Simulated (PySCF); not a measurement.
# Diatomics of Sr with the chalcogens

CCSD(T) with double-zeta basis sets in PySCF, for the lowest determinant that a PBE0 search found; no spin–orbit coupling. De refers to high-spin ground-configuration atoms.

| M | basis | reference, frozen orbitals | state (unpaired electrons) | Re (Å) | ωe (cm⁻¹) | De (eV) |
| --- | --- | --- | --- | --- | --- | --- |
| S | def2-SVP | RHF, 5 | singlet (closed shell) | 2.529 | 349 | 2.52 |
| Se | def2-SVP | RHF, 9 | singlet (closed shell) | 2.653 | 251 | 2.39 |
| Te | def2-SVP | RHF, 4 | singlet (closed shell) | 2.876 | 203 | 1.96 |

The shortest bond is that of SrS (2.529 Å), the longest that of SrTe (2.876 Å).

Down a group the atoms grow and get heavier, so bonds lengthen and wavenumbers fall; this series shows no clear exception.

Correlated steps freeze the inner cores (4 to 9 orbitals); shallow outer-core shells are correlated. Correlated levels converge slowly with the basis: in double zeta they bind strong bonds too weakly, by up to about 1 eV, and carry superposition errors of some tenths. These are scalar-relativistic numbers at best; spin–orbit coupling would shift them, the dissociation energy most. Where the molecule has an RHF reference, its open-shell atoms are computed with UHF. The CCSD T1 diagnostic is raised in SrS, SrSe, SrTe, a sign that a single reference may not be enough there.
